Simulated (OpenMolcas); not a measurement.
## Ne⁴⁺: effect of the basis set

| Item | Value |
| --- | --- |
| Program | OpenMolcas 26.06 |
| Method | CASSCF |
| Active space | 4 electrons in 4 orbitals (2s 2p) |
| State averaging | 2S+1 = 3 even, 3 roots; 2S+1 = 1 even, 6 roots; 2S+1 = 5 odd, 1 root; 2S+1 = 3 odd, 9 roots; 2S+1 = 1 odd, 8 roots |
| Spin-orbit coupling | state interaction with AMFI integrals over the reference wave functions, term energies averaged over their components |

A. ANO-RCC-VDZP [3s2p1d], DKH2, point nucleus; cost roughly 18 core-seconds
B. ANO-L-VTZP [4s3p2d1f], non-relativistic, point nucleus; cost of the order of 9 core-seconds
C. ANO-RCC-VTZP [4s3p2d1f], DKH2, point nucleus; cost of the order of 13 core-seconds
D. ANO-R3 [4s4p2d1f], X2C, finite nucleus; cost roughly 10 core-seconds
E. ANO-R2 [4s4p2d1f], X2C, finite nucleus; cost about 26 core-seconds
F. ANO-RCC-VQZP [5s4p3d2f1g], DKH2, point nucleus; cost roughly 14 core-seconds

Energies in cm-1 above 2s2 2p2 3P0, the measured ground level; measured values from NIST levels in Podobedova, Fuhr, Reader and Wiese, J. Phys. Chem. Ref. Data 33, 525 (2004).

| Level | A | B | C | D | E | F | Measured |
| --- | --- | --- | --- | --- | --- | --- | --- |
| 2s2 2p2 3P0 | 0.0 | 0.0 | 0.0 | 0.0 | 0.0 | 0.0 | 0.0 |
| 2s2 2p2 3P1 | 401 | 389 | 401 | 390 | 390 | 392 | 412 |
| 2s2 2p2 3P2 | 1155 | 1122 | 1154 | 1124 | 1124 | 1130 | 1110 |
| 2s2 2p2 1D2 | 32768 | 33124 | 32773 | 32956 | 32956 | 32966 | 30292 |
| 2s2 2p2 1S0 | 60739 | 61329 | 60764 | 61035 | 61035 | 61074 | 63914 |
| 2s 2p3 5S* 2 | 76742 | 74998 | 77223 | 76217 | 76217 | 76591 |  |
| 2s 2p3 3D* 2 | 178667 | 177862 | 179101 | 178758 | 178758 | 179158 | 175905 |
| 2s 2p3 3D* 1 | 178670 | 177865 | 179103 | 178760 | 178760 | 179161 | 175927 |
| 2s 2p3 3D* 3 | 178681 | 177875 | 179115 | 178771 | 178771 | 179172 | 175834 |
| 2s 2p3 3P* 0 | 210285 | 209819 | 210694 | 210512 | 210512 | 210910 | 208193 |
| 2s 2p3 3P* 1 | 210290 | 209824 | 210699 | 210517 | 210517 | 210915 |  |
| 2s 2p3 3P* 2 | 210299 | 209832 | 210708 | 210526 | 210526 | 210924 |  |
| 2s 2p3 1D* 2 | 285267 | 285111 | 285775 | 285669 | 285669 | 286152 | 270564 |
| 2s 2p3 3S* 1 | 292202 | 291976 | 292771 | 292701 | 292701 | 293206 |  |
| 2s 2p3 1P* 1 | 316745 | 316918 | 317252 | 317226 | 317226 | 317703 |  |

Deviations, from unrounded energies. A percentage is the sum of absolute deviations over the sum of measured energies, with the sign that they share, or ± where signs differ.

```json
{"Against measurement": "mean absolute deviation (cm-1)", "Levels": "9", "A": "3400", "B": "3100", "C": "3700", "D": "3500", "E": "3500", "F": "3700"}
{"Against measurement": "fine structure of the ground term (%)", "Levels": "2", "A": "±3.7", "B": "±2.3", "C": "±3.6", "D": "±2.4", "E": "±2.4", "F": "±2.7"}
{"Against measurement": "other terms of the ground configuration (%)", "Levels": "2", "A": "±6.0", "B": "±5.8", "C": "±6.0", "D": "±5.9", "E": "±5.9", "F": "±5.9"}
{"Against measurement": "other configurations (%)", "Levels": "5", "A": "+2.5", "B": "+2.2", "C": "+2.7", "D": "+2.6", "E": "+2.6", "F": "+2.8"}
```

B lies closest to measurement on these levels and F furthest from it. The largest miss of B in the table is 2s 2p3 1D* 2, by +15000 cm-1. The ranking rests on the paired levels alone, and a cruder setting can come out closer through cancelling errors.

Among A to F the level of the table that moves most is 2s 2p3 5S* 2, by 2200 cm-1 (lowest in B, highest in C).

The basis is small and was not contracted for so high a charge (holds for A). Computed and measured levels are paired by configuration, term and J; levels that our copy of the source lacks, or whose pairing is in doubt (as where it misses far off the trend of its configuration), stay unpaired and out of the deviations. Levels of configurations outside the active space are missing.

* marks odd parity.
